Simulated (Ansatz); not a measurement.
Molecule: borotrithioic acid, sum formula BH3S3 (charge 0, singlet). SMILES: SB(S)S
Coordinates optimised at B3LYP-D3(BJ)/def2-TZVP (Ansatz, a first-principles code):
```
B
S 1 1.8077
H 2 1.3430 1 98.84
S 1 1.8101 2 126.14 3 0.00
H 4 1.3419 1 97.96 2 0.00
S 1 1.8132 2 118.77 3 -180.00
H 6 1.3437 1 97.31 2 0.00
```
Charge 0, spin multiplicity 1.

Quantity: vertical ionisation energy (to the doublet state of charge +1; each state is the SCF solution reached for its spin), in eV. Valence correlation only, unless marked. UHF or UKS for open shells. Spin-orbit coupling is left out. Non-relativistic. CBS(X,Y): correlation extrapolated as X^-3; Hartree-Fock from the larger set. [CCSD(T)-MP2]/basis is that difference in the basis named.

```tsv
level	program	vertical ionisation energy (eV)
HF/aug-cc-pV(Q+d)Z	Ansatz	8.94
PBE/def2-TZVPD	Ansatz	9.26
B3LYP/def2-TZVPD	Ansatz	9.49
PBE0/def2-TZVPD	Ansatz	9.54
CAM-B3LYP/def2-TZVPD	Ansatz	9.71
B2PLYP/def2-TZVPD	Ansatz	9.59
MP2/aug-cc-pV(D+d)Z	Ansatz	9.81
RI-MP2/aug-cc-pV(T+d)Z	Ansatz	9.98
RI-MP2/CBS(aug-cc-pV(T+d)Z,aug-cc-pV(Q+d)Z)	Ansatz	10.10
SCS-MP2/aug-cc-pV(T+d)Z	Ansatz	9.93
CCSD/aug-cc-pV(D+d)Z	Ansatz	9.62
CCSD/aug-cc-pV(T+d)Z	Ansatz	9.79
CCSD(T)/aug-cc-pV(D+d)Z	Ansatz	9.60
RI-MP2/CBS(aug-cc-pV(T+d)Z,aug-cc-pV(Q+d)Z)+[CCSD(T)-MP2]/aug-cc-pV(D+d)Z	Ansatz	9.89
RI-MP2/CBS(aug-cc-pV(T+d)Z,aug-cc-pV(Q+d)Z)+[CCSD(T)-MP2]/aug-cc-pV(T+d)Z	Ansatz	9.91
```
